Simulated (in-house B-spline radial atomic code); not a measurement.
Li is squeezed into an impenetrable sphere of radius R (the orbitals vanish at R). Caution: exact exchange at fractional occupations of open shells leaves self-interaction of up to several eV. Level of theory: non-relativistic PBE0, spin-polarised, spherical fractional occupations, point nucleus; calculated with an all-electron radial atomic-structure program (B-spline basis).

Energies in eV above the free atom in [He] 2s1:

```json
{"R (bohr)": "8.89", "highest level (eV)": "-3.66", "[He] 2s1": "0.08748", "[He] 2p1": "2.586", "-dE/dV in [He] 2s1 (GPa)": "0.082"}
{"R (bohr)": "6.32", "highest level (eV)": "-2.7", "[He] 2s1": "0.7695", "[He] 2p1": "3.752", "-dE/dV in [He] 2s1 (GPa)": "1.39"}
{"R (bohr)": "5.1", "highest level (eV)": "-0.985", "[He] 2s1": "2.18", "[He] 2p1": "5.468", "-dE/dV in [He] 2s1 (GPa)": "6.3"}
{"R (bohr)": "4.41", "highest level (eV)": "1.15", "[He] 2s1": "4.038", "[He] 2p1": "7.36", "-dE/dV in [He] 2s1 (GPa)": "16.4"}
{"R (bohr)": "3.51", "highest level (eV)": "7.3", "[He] 2s1": "9.629", "[He] 2p1": "12.16", "-dE/dV in [He] 2s1 (GPa)": "69"}
{"R (bohr)": "3.02", "highest level (eV)": "14.4", "[He] 2s1": "16.27", "[He] 2p1": "17.12", "-dE/dV in [He] 2s1 (GPa)": "172"}
{"R (bohr)": "2.43", "highest level (eV)": "32.1", "[He] 2s1": "33.13", "[He] 2p1": "28.36", "-dE/dV in [He] 2s1 (GPa)": "629"}
{"R (bohr)": "2.21", "highest level (eV)": "43.8", "[He] 2s1": "44.58", "[He] 2p1": "35.53", "-dE/dV in [He] 2s1 (GPa)": "1100"}
{"R (bohr)": "1.9", "highest level (eV)": "69.6", "[He] 2s1": "70.56", "[He] 2p1": "51.32", "-dE/dV in [He] 2s1 (GPa)": "2640"}
{"R (bohr)": "1.32", "highest level (eV)": "190", "[He] 2s1": "201.3", "[He] 2p1": "129.7", "-dE/dV in [He] 2s1 (GPa)": "20900"}
```

Question: Does [He] 2p1 fall below [He] 2s1 under compression?

Answer: Yes, between R = 3.02 and 2.43 bohr the order changes (near 2.93 bohr by linear interpolation).

The highest level is first positive in the row R = 4.41 bohr, pushed up by confinement above the zero of the free ion's potential. Each configuration is held fixed and needn't be the lowest in the sphere.
